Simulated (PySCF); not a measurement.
# Fe: excitation energy

Fe [Ar] 3d6 4s2 (5D) → Fe [Ar] 3d5 4s2 4p1 (7P), as a difference of total energies. All numbers are calculated (PySCF 2.14, no relativity, point nucleus, in def2-TZVPPD). The calculations carry no spin-orbit coupling.

```json
{"method": "LDA", "excitation energy (cm⁻¹)": "49876", "difference from reference (cm⁻¹)": "+10016"}
{"method": "PBE", "excitation energy (cm⁻¹)": "49278", "difference from reference (cm⁻¹)": "+9418"}
{"method": "PBE0", "excitation energy (cm⁻¹)": "44959", "difference from reference (cm⁻¹)": "+5099"}
{"method": "r2SCAN0", "excitation energy (cm⁻¹)": "42260", "difference from reference (cm⁻¹)": "+2400"}
{"method": "BLYP", "excitation energy (cm⁻¹)": "51008", "difference from reference (cm⁻¹)": "+11149"}
```

Reference: 39859 cm⁻¹ (measured; NIST levels, between the centres of gravity of the two terms).

These non-relativistic numbers lack the scalar-relativistic shift.
